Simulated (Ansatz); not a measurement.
Start from `OC(O)[O][GeH3]` and change one atom or group to get `OCO`.

Ansatz, PBE0-D4/def2-TZVP geometries, multiplicity 1. Each molecule was computed in one conformer, which needn't be the lowest.

Scalar relativity is left out up to krypton.

| property | `OC(O)[O][GeH3]` |
| --- | --- |
| size of the dipole moment (ωB97M-V/def2-TZVPP) / D | 1.39 |
| LUMO energy (PBE0/def2-TZVPP) / eV | 0.41 |
| size of the dipole moment (PBE/def2-TZVPP) / D | 1.27 |
| LUMO energy (PBE/def2-TZVPP) / eV | -0.47 |
| LUMO energy (ωB97M-V/def2-TZVPP) / eV | 2.13 |
| size of the dipole moment (B3LYP/def2-TZVPP) / D | 1.36 |

(1) What does the change do to each property? (Estimate.)

Answers

(1) Computed: 
```tsv
property	`OCO`	shift
size of the dipole moment (ωB97M-V/def2-TZVPP) / D	0.21	-1.18
LUMO energy (PBE0/def2-TZVPP) / eV	1.09	0.68
size of the dipole moment (PBE/def2-TZVPP) / D	0.26	-1.01
LUMO energy (PBE/def2-TZVPP) / eV	0.20	0.67
LUMO energy (ωB97M-V/def2-TZVPP) / eV	2.52	0.39
size of the dipole moment (B3LYP/def2-TZVPP) / D	0.20	-1.16
```

Dipoles are sizes alone; their direction can turn.

B3LYP here is the variant with VWN-RPA as its local correlation; programs differ in this.
